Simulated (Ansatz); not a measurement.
Two isomers of C2H6BClSi: A = `Cl[SiH]1CBC1`, B = `B/C([SiH3])=C\Cl`.

Isolated molecules relaxed with PBE0-D4/def2-TZVP in Ansatz; ΔE leaves out vibrations. CBS: MP2 limit from def2 TZ/QZ plus the TZ coupled-cluster correction, frozen cores. Functionals use def2-TZVPP. B3LYP here is the variant with VWN-RPA as its local correlation; programs differ in this.

Q: Which isomer does CCSD(T)/CBS put lower? Give the gap. (An estimate is asked.)

A: The calculation gave: A, by 244.7 kJ/mol.

Q: Give E(B) − E(A) in kJ/mol with CCSD/def2-TZVPP, HF/def2-TZVPP, B2PLYP, B3LYP-D4, ωB97M-V, CCSD(T)/def2-TZVPP, B3LYP. (An estimate is asked.)

A: The calculation gave: CCSD/def2-TZVPP 239.3, HF/def2-TZVPP 217.0, B2PLYP 232.0, B3LYP-D4 224.3, ωB97M-V 254.5, CCSD(T)/def2-TZVPP 236.8, B3LYP 223.7. None reverses the order clearly.

Largest T1 diagnostic: 0.012.

In def2-TZVPP, CCSD(T) changes the Hartree–Fock value by +19.8 kJ/mol (the triples alone add −2.4 kJ/mol) and MP2 by +33.8 kJ/mol. From PBE to PBE0 (25 % exact exchange), in def2-TZVPP and without D4, E(B) − E(A) moves by +14.9 kJ/mol.
